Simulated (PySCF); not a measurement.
Species: C2H13NOSi4.
Z-matrix (Å and degrees, GFN2-xTB geometry), rows numbered from 1:
```
Si
C   1  1.8776
C   2  1.3363  1  119.88
Si  3  1.8917  2  124.59  1  -179.41
O   3  1.3644  2  116.60  1     2.06
Si  5  1.6163  3  134.73  2  -140.60
N   6  1.7302  5  111.28  3   -61.67
Si  7  1.7305  6  128.04  5   170.92
H   1  1.4658  2  110.09  3    59.23
H   1  1.4680  2  107.59  3   178.29
H   1  1.4646  2  110.72  3   -62.34
H   2  1.0789  1  121.91  3  -179.38
H   4  1.4627  3  110.40  2   120.32
H   4  1.4640  3  106.52  2     0.47
H   4  1.4676  3  109.65  2  -118.13
H   6  1.4609  5  112.34  3    56.61
H   6  1.4584  5   98.64  3   178.16
H   7  1.0078  6  114.41  5   -29.20
H   8  1.4618  7  107.46  6   -53.39
H   8  1.4681  7  111.57  6    66.62
H   8  1.4645  7  105.45  6  -173.34
```

Computed at PBE0/pcSseg-1 (PySCF, non-relativistic), with Q(17O) = −0.0256 b, Q(14N) = 0.02044 b: O5, 17O (I = 5/2): χzz = -9.288 MHz, η = 0.265; N7, 14N (I = 1): χzz = -3.535 MHz, η = 0.468.

Problem. Find the zero-field quadrupole resonance frequencies of 17O at O5.

Solution. From the eigenvalues of H = χ/[4I(2I − 1)] × [3Iz² − I(I + 1) + η(Ix² − Iy²)], steps between neighbouring levels, labelled as for η = 0: ±1/2↔±3/2 1.496 MHz, ±3/2↔±5/2 2.749 MHz (silyl ether oxygen).

Problem. Find the zero-field quadrupole resonance frequencies of 14N at N7.

Solution. From ν± = (3/4)|χ|(1 ± η/3) and ν0 = |χ|η/2: ν+ 3.064 MHz, ν− 2.238 MHz, ν0 0.826 MHz (nitrogen bridging silicon atoms).

In a crystal, neighbours and librations shift these lines. One conformer (not necessarily the lowest) at the GFN2-xTB geometry, without solvent, vibrations or thermal averaging. GFN2-xTB bond lengths can be off by several hundredths of an ångström, more for odd bonds, and the gradients follow them. The basis is small and wasn't made for field gradients, so the couplings can be 20 % off.
